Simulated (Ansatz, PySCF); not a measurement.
C3H6FNSi, SMILES C#C[C@H](N)[SiH2]F. Atoms are numbered in the order given.

```xyz
12

C      2.7186    -0.4515    -0.6606
C      1.6920    -0.3641    -0.0211
C      0.4047    -0.2179     0.6382
N     -0.1922    -1.4995     1.0183
Si    -0.6958     0.7717    -0.5516
F     -2.1674     0.8323     0.1555
H      3.6444    -0.5359    -1.1990
H      0.5508     0.3844     1.5543
H     -0.2804    -2.1013     0.2006
H     -1.1349    -1.3430     1.3726
H     -0.8388     0.0127    -1.8244
H     -0.2331     2.1688    -0.7757
```

Coordinates come from a PBE0-D3(BJ)/def2-SVP optimisation. The structure was generated by enumeration; whether it is a known compound was not checked. Other conformers were not sampled.

Two levels are set side by side: PBE-D3(BJ)/def2-SVP (Ansatz, a first-principles code) and PBE0-D3(BJ)/def2-SVP (Ansatz). Each level has its own optimised geometry; the coordinates shown are those of the second. Frequencies come from the Hessian of PySCF at each geometry. Differences are taken from unrounded values.

```csv
quantity,PBE0-D3(BJ),PBE-D3(BJ),PBE-D3(BJ) minus PBE0-D3(BJ)
mean bond length (Å),1.351,1.362,0.011
bond C1–C2 (Å),1.213,1.225,0.012
bond C2–C3 (Å),1.454,1.456,0.002
bond C3–N4 (Å),1.464,1.478,0.014
bond C3–Si5 (Å),1.899,1.914,0.015
bond Si5–F6 (Å),1.634,1.650,0.016
bond C1–H7 (Å),1.074,1.081,0.007
bond C3–H8 (Å),1.106,1.115,0.009
bond N4–H9 (Å),1.019,1.030,0.010
bond N4–H10 (Å),1.019,1.030,0.011
bond Si5–H11 (Å),1.489,1.500,0.011
bond Si5–H12 (Å),1.489,1.501,0.013
highest harmonic wavenumber (cm⁻¹),3621,3480,-141
mean harmonic wavenumber (cm⁻¹),1234,1189,-45
zero-point energy (kcal/mol),52.93,50.98,-1.95
```

Exact exchange shortens and stiffens bonds; PBE has none. Differences between two approximate levels are no errors against the true value.
